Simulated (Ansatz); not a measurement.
ClGeH₇Si₂ (`Cl[SiH2][SiH2][GeH3]`), relaxed with RKS PBE0-D4/def2-TZVP in Ansatz 0.2.0 from a PBE-D4/def2-SVP geometry. The force threshold is 0.005 eV/Å; the program also tests the step.

The species carries charge 0 and has multiplicity 1.

Start:

```xyz
11

Cl   -1.357   -2.149    1.010
Si    0.651   -1.546    1.000
Si    0.840    0.099   -0.669
Ge   -1.084    1.516   -0.519
H     0.979   -0.983    2.355
H     1.503   -2.762    0.760
H     2.108    0.890   -0.472
H     0.895   -0.564   -2.022
H    -2.353    0.736   -0.946
H    -1.261    2.007    0.942
H    -0.921    2.756   -1.440
```

```csv
step,energy (eV),largest force (eV/Å),largest move (Å)
1,-84894.6091,0.465,0.000
2,-84894.6358,0.112,0.043
3,-84894.6383,0.024,0.022
4,-84894.6389,0.017,0.012
5,-84894.6393,0.021,0.037
6,-84894.6405,0.014,0.051
7,-84894.6410,0.085,0.131
8,-84894.6416,0.035,0.023
9,-84894.6417,0.017,0.014
10,-84894.6418,0.016,0.045
11,-84894.6419,0.015,0.016
12,-84894.6419,0.011,0.009
13,-84894.6421,0.014,0.026
14,-84894.6422,0.016,0.034
15,-84894.6422,0.018,0.018
16,-84894.6423,0.013,0.012
17,-84894.6423,0.004,0.008
18,-84894.6423,0.004,0.005
```

End:

```xyz
11

Cl   -1.242   -2.423    0.845
Si    0.628   -1.557    0.990
Si    0.796    0.078   -0.668
Ge   -1.054    1.566   -0.499
H     0.743   -0.961    2.346
H     1.637   -2.638    0.852
H     2.075    0.822   -0.490
H     0.810   -0.579   -2.004
H    -2.364    0.814   -0.774
H    -1.113    2.164    0.916
H    -0.916    2.714   -1.512
```

It took 62 s on 4 threads of an Arm Neoverse V2 on a shared host, with 0.69 GiB of host memory at the peak.
